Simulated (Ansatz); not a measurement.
Consider the redistribution: `C[CH2][SbH][SiH3]` + `C[O][Al]([Cl])[Cl]` → `[CH3][SbH][SiH3]` + `CC[O][Al]([Cl])[Cl]`.

Calculated with Ansatz (gas phase, PBE0-D4/def2-TZVP geometries, no zero-point term in ΔE). CCSD(T)/CBS adds triple-zeta CCSD(T) − MP2 to the extrapolated MP2 energy (def2 sets, frozen cores). Functionals use def2-TZVPP. B3LYP here is the variant with VWN-RPA as its local correlation; programs differ in this. Elements past krypton have def2 core potentials. For Sb outer-core shells are correlated without core-valence functions, which leaves a few kJ/mol of doubt a bond. Each species was taken in one conformer, which may not be the lowest.

```
             level  ΔE (kJ/mol)  difference from CCSD(T)/CBS
            PBE-D4        -20.1                         -0.5
         revPBE-D4        -18.8                          0.8
           BLYP-D4        -19.7                         -0.1
          B3LYP-D4        -20.5                         -0.9
        r2SCAN0-D4        -22.4                         -2.8
           ωB97M-V        -22.3                         -2.7
          PBE-QIDH        -20.4                         -0.8
               PBE        -21.0                         -1.4
            revPBE        -20.5                         -0.9
           r2SCAN0        -22.5                         -2.9
         CAM-B3LYP        -23.4                         -3.8
RPA@PBE/def2-TZVPP        -18.4                          1.2
  CCSD(T)/def2-SVP        -20.1                         -0.5
    MP2/def2-TZVPP        -18.1                          1.5
    MP2/def2-QZVPP        -17.9                          1.7
SCS-MP2/def2-QZVPP        -18.3                          1.3
       CCSD(T)/CBS        -19.6                            0
```

Largest T1 diagnostic among the species: 0.013.

In def2-TZVPP, CCSD(T) changes the Hartree–Fock value by +4.0 kJ/mol (the triples alone add +0.5 kJ/mol) and MP2 by +5.8 kJ/mol. Leaving LDA and LC-ωPBE aside and taking each functional with its dispersion term where it has one, the values, not all of them listed here, spread over 5.2 kJ/mol, from B97M-V to revPBE-D4.
